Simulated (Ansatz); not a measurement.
One change: `FCS` becomes `[F][SnH2][SH]`.

Ansatz, PBE0-D4/def2-TZVP geometries, multiplicity 1. Each molecule was computed in one conformer, which needn't be the lowest.

Elements past krypton have def2 core potentials.

```
                                        property  `FCS`
size of the dipole moment (B3LYP/def2-TZVPP) / D   1.59
  size of the dipole moment (PBE/def2-TZVPP) / D   1.49
             LUMO energy (B3LYP/def2-TZVPP) / eV  -0.09
  zero-point energy (PBE0-D4/def2-TZVP) / kJ/mol  104.0
            HOMO–LUMO gap (PBE0/def2-TZVPP) / eV   7.80
               LUMO energy (PBE/def2-TZVPP) / eV  -0.72
```

Q: What does the change do to each property? (An estimate is asked.)

A: Computed: 
| property | `[F][SnH2][SH]` | shift |
| --- | --- | --- |
| size of the dipole moment (B3LYP/def2-TZVPP) / D | 2.53 | 0.94 |
| size of the dipole moment (PBE/def2-TZVPP) / D | 2.38 | 0.89 |
| LUMO energy (B3LYP/def2-TZVPP) / eV | -1.23 | -1.14 |
| zero-point energy (PBE0-D4/def2-TZVP) / kJ/mol | 65.3 | -38.7 |
| HOMO–LUMO gap (PBE0/def2-TZVPP) / eV | 6.98 | -0.82 |
| LUMO energy (PBE/def2-TZVPP) / eV | -1.84 | -1.12 |

With PBE0 the HOMO falls by 0.32 eV and the LUMO falls by 1.13 eV, so the gap narrows by about 0.81 eV. PBE moves the HOMO by -0.34 eV and ωB97M-V by -0.27 eV. Dipoles are sizes alone; their direction can turn.

B3LYP here is the variant with VWN-RPA as its local correlation; programs differ in this.
